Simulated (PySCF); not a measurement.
C₄H₁₀OSi, SMILES C/C=C/OC[SiH3].

Geometry: PBE0-D3(BJ)/def2-SVP. The structure was generated by enumeration; whether it is a known compound was not checked. One conformer was computed; it need not be the lowest.

The numbers are results of B3LYP/def2-TZVP in PySCF, not measurements.

The molecule is in vacuum.

total energy: -523.24429 hartree
highest occupied level: -6.03 eV
lowest empty level: 0.38 eV
orbital gap: 6.42 eV
dipole moment: 0.274 e·Å
quadrupole, principal values (traceless, Buckingham form, about the centre of nuclear charge): -2.49, -0.02, 2.51 D·Å
mean static polarisability: 85.3 bohr³ (12.64 Å³)
polarisability, principal values: 65.0, 74.2, 116.7 bohr³
